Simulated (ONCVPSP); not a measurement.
Reading a pseudo-wave (platinum)

Columns: radius, all-electron u(r) and pseudo u(r) of the 5p shell (level -64.30 eV) of platinum in the configuration [Kr] 4d10 4f14 5s2 5p6 5d9; PBE, scalar-relativistic, ONCV scheme, ONCVPSP 4.0.1.

| r (bohr) | all-electron | pseudo |
| --- | --- | --- |
| 0.053 | -0.2093 | 0.0050 |
| 0.105 | 0.2948 | 0.0195 |
| 0.158 | 0.3588 | 0.0438 |
| 0.210 | 0.0295 | 0.0770 |
| 0.262 | -0.3388 | 0.1201 |
| 0.315 | -0.5592 | 0.1751 |
| 0.368 | -0.5856 | 0.2420 |
| 0.420 | -0.4649 | 0.3189 |
| 0.473 | -0.2510 | 0.4070 |
| 0.525 | -0.0033 | 0.5001 |
| 0.578 | 0.2507 | 0.5980 |
| 0.630 | 0.4785 | 0.6934 |
| 0.683 | 0.6765 | 0.7873 |
| 0.735 | 0.8326 | 0.8738 |
| 0.788 | 0.9530 | 0.9540 |
| 0.840 | 1.0359 | 1.0214 |
| 0.893 | 1.0883 | 1.0742 |
| 0.945 | 1.1129 | 1.1056 |
| 0.998 | 1.1157 | 1.1140 |
| 1.050 | 1.1009 | 1.1006 |
| 1.102 | 1.0727 | 1.0724 |
| 1.155 | 1.0336 | 1.0334 |
| 1.208 | 0.9871 | 0.9869 |
| 1.260 | 0.9367 | 0.9365 |
| 1.313 | 0.8825 | 0.8823 |
| 1.365 | 0.8280 | 0.8279 |

Task: How many radial nodes do the two functions have?

Result: The all-electron 5p function has n − l − 1 = 3; the pseudo-wave has 0, since the states of the same l below it are removed with the core.

Task: At about which radius was the pseudo-wave matched?

Result: 1.05 bohr, where the columns begin to agree (steps of 0.05 bohr).

Task: Is the pseudo-wave norm-conserving?

Result: Yes: the ONCV scheme keeps the norm inside the radius equal to the all-electron one, which fixes the energy derivative of the logarithmic derivative at the level.
